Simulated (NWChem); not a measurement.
Molecule: C₂H₃NO₂Si; SMILES O=C1N=CO[SiH2]1

```xyz
9

O     -0.2915     2.1884     0.0000
C      0.0101     1.0268     0.0000
N      1.3366     0.5457     0.0000
C      1.3841    -0.7362     0.0000
O      0.3158    -1.5385     0.0000
Si    -1.1117    -0.5594     0.0000
H      2.3406    -1.2756     0.0000
H     -1.8891    -0.8404     1.2330
H     -1.8891    -0.8404    -1.2330
```
Atoms are numbered in this order, from 1.

All runs: NWChem. Pople sets run with spherical d functions. Geometry: optimised at PBE0/def2-SVP. Atomic charges in e: unrestrained fits to the electrostatic potential beside Mulliken populations; buried atoms are poorly determined by the fit.

Problem. What does the run give for Hartree-Fock/6-31G*? Quantities: ESP O1; Mulliken O1; ESP C2; Mulliken C2; ESP N3; Mulliken N3; ESP C4; Mulliken C4; ESP O5; Mulliken O5; relative RMS misfit of the potential (%).

Solution. 
```
Quantity                                  Value
----------------------------------------  -----
ESP O1                                    -0.56
Mulliken O1                               -0.51
ESP C2                                     0.70
Mulliken C2                                0.41
ESP N3                                    -0.68
Mulliken N3                               -0.54
ESP C4                                     0.56
Mulliken C4                                0.42
ESP O5                                    -0.46
Mulliken O5                               -0.75
relative RMS misfit of the potential (%)     21
```
